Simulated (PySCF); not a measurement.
## How methods differ on the electron affinity of Ir

Ir- [Xe] 4f14 5d8 6s2 (3F) → Ir [Xe] 4f14 5d7 6s2 (4F), as a difference of total energies. Computed with PySCF 2.14 in aug-cc-pVDZ-PP with ECP60MDF (5s5p4d2f, 54 functions), with a scalar-relativistic core potential. Correlated levels: valence: 5s2 5p6 frozen. The calculations carry no spin-orbit coupling.

| method | electron affinity (eV) | difference from reference (eV) |
| --- | --- | --- |
| UHF | 0.012 | -1.552 |
| LDA | 2.238 | +0.674 |
| PBE | 2.001 | +0.437 |
| PBE0 | 1.707 | +0.143 |
| r2SCAN | 1.795 | +0.231 |
| B3LYP | 1.838 | +0.274 |
| CAM-B3LYP | 1.625 | +0.061 |
| PW91 | 2.054 | +0.490 |
| BHandHLYP | 1.347 | -0.217 |
| MP2 (valence) | 1.405 | -0.159 |
| SCS-MP2 (valence) | 1.374 | -0.190 |

Reference: 1.564 eV (measured; photodetachment measurements, as compiled on the Wikipedia data page of electron affinities).

The reference lies between the lowest fine-structure levels, while these numbers refer to the centres of the terms.

Errors of the correlated levels include the incompleteness of this basis and the frozen core.

In the anion the highest occupied orbital energy is positive at LDA, PBE, PBE0, r2SCAN, B3LYP, PW91, a self-interaction effect; the basis confines that electron, and the energy difference can still be sensible.
